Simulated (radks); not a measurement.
Problem. The mean radii <r> (bohr) of the occupied orbitals of an atom or ion are listed with their occupations. Method: scalar-relativistic Kohn-Sham, PBEsol, spin-polarised, spherical densities, finite nucleus; Fermi nuclear charge, rms radius of each element as measured or else 0.836 A^(1/3) + 0.57 fm; computed with a radial shooting solver on a logarithmic mesh with Libxc functionals.

orbital  occ.      <r>
1s up       1  0.02191
1s down     1  0.02191
2s up       1  0.09332
2s down     1  0.09332
2p up       3  0.08239
2p down     3  0.08238
3s up       1   0.2446
3s down     1   0.2444
3p up       3   0.2432
3p down     3   0.2430
3d up       5   0.2214
3d down     5   0.2211
4s up       1   0.5521
4s down     1   0.5522
4p up       3   0.5839
4p down     3   0.5841
4d up       5   0.6325
4d down     5   0.6335
5s up       1    1.300
5s down     1    1.315
5p up       3    1.500
5p down     3    1.524
4f up       6   0.8045
5d up       1    2.305
6s up       1    3.570
6s down     1    3.668
6p up       1    4.713

Name the element and its charge. Open shells, if any, are filled with parallel spins first.

Solution. Z = 64, gadolinium, charge 0: Gd in [Xe] 4f6 5d1 6s2 6p1. The 1s radius gives Z: for a bare nucleus <r> = (2 gamma + 1)/(2Z) with gamma = sqrt(1 - (Z/c)^2), 0.02163 bohr for Z = 64, and screening makes it slightly larger (0.02191 here). The occupations add up to 64, and the charge is Z minus that.
